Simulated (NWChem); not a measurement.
System: C4H3Br; SMILES C=C(Br)C#C

```xyz
8

C      1.1264     2.6050    -0.0010
C      0.3351     1.6853    -0.0004
C     -0.5778     0.5974     0.0000
C     -1.9117     0.7124     0.0001
Br     0.2379    -1.1202     0.0003
H      1.8248     3.4217    -0.0016
H     -2.3665     1.7057     0.0001
H     -2.5594    -0.1656     0.0000
```
Atoms are numbered in this order, from 1.

All runs: NWChem. All runs use the structure optimised with PBE0/def2-SVP. Level: M05-2X/def2-SVP with COSMO at NWChem's default radii, gas-phase geometry; the question gives the dielectric constant.

Q: What does the run give for dielectric constant 1.5? Quantities: electrostatic solvation energy (kcal/mol); dipole in solution (D).

A: The electrostatic solvation energy (kcal/mol) is -1.2 and the dipole in solution (D) is 1.65.
